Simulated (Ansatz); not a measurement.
The first iterations of a band of CH₈GeN₂OSi (14 atoms, charge 0, multiplicity 1).

Theory: RKS PBE-D4/def2-SVP in Ansatz 0.2.0.

| Property | Result |
| --- | --- |
| movable images | 6 |
| climbing image | no |
| spring | 5.0 eV/Å² |
| optimiser | quadratic models (default) |
| start path | IDPP |
| force threshold | 0.05 eV/Å |
| iteration limit | 42 |
| end points | relaxed |

First end point:

```xyz
14
Properties=species:S:1:pos:R:3
N -2.064 -1.179 -1.265
Ge -0.933 -1.354 0.201
N 0.867 -1.442 -0.338
Si 0.947 -0.083 0.760
C 1.169 1.698 0.095
O 0.572 2.621 1.008
H -3.058 -1.201 -1.002
H -1.902 -0.319 -1.804
H -1.471 -2.594 0.974
H 1.496 -2.084 -0.827
H 1.714 -0.212 2.056
H 2.248 1.959 0.038
H 0.771 1.782 -0.947
H -0.370 2.377 1.080
```

Last end point:

```xyz
14
Properties=species:S:1:pos:R:3
N -2.371 -0.751 -0.829
Ge -1.027 -1.234 0.355
N 0.731 -1.514 -0.347
Si 0.988 -0.137 0.686
C 1.266 1.622 -0.014
O 0.752 2.577 0.915
H -2.742 -1.548 -1.363
H -2.081 -0.030 -1.499
H -1.581 -2.453 1.140
H 1.285 -2.218 -0.842
H 1.786 -0.277 1.962
H 2.353 1.830 -0.118
H 0.828 1.715 -1.039
H -0.200 2.387 1.021
```

| iteration | highest image above the first end (eV) | largest band force component (eV/Å) |
| --- | --- | --- |
| 1 | 0.069 | 0.584 |
| 2 | 0.051 | 0.314 |

Q: Does the band converge within its limit, and where does its top end?

A: The forces met the threshold. It ended after 5 iterations with the highest image 0.047 eV above the first end. No image climbed, so the highest image needn't sit at the top of the path.

The run took 2.2 min on 2 threads of Arm Neoverse V2 (shared host), peak memory 0.21 GiB.
